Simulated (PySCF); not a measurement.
Trend along the chalcogens: MLi molecules

r²SCAN with triple-zeta basis sets in PySCF, for the lowest determinant that a PBE0 search found; no spin–orbit coupling. De refers to high-spin ground-configuration atoms. A positive dipole means M(−)Li(+).

```csv
M,basis,state (unpaired electrons),Re (Å),ωe (cm⁻¹),De (eV),μ (D)
O,x2c-TZVPPall,doublet (π ↑),1.697,811,3.60,6.49
S,x2c-TZVPPall,doublet (π ↑),2.158,580,3.20,6.99
Se,x2c-TZVPPall,doublet (π ↑),2.283,508,2.95,6.99
```

The shortest bond is that of LiO (1.697 Å), the longest that of LiSe (2.283 Å).

Down a group the atoms grow and get heavier, so bonds lengthen and wavenumbers fall; this series shows no clear exception.

Spin–orbit coupling is left out. States were picked by a PBE0 search and need not be the measured ground states.
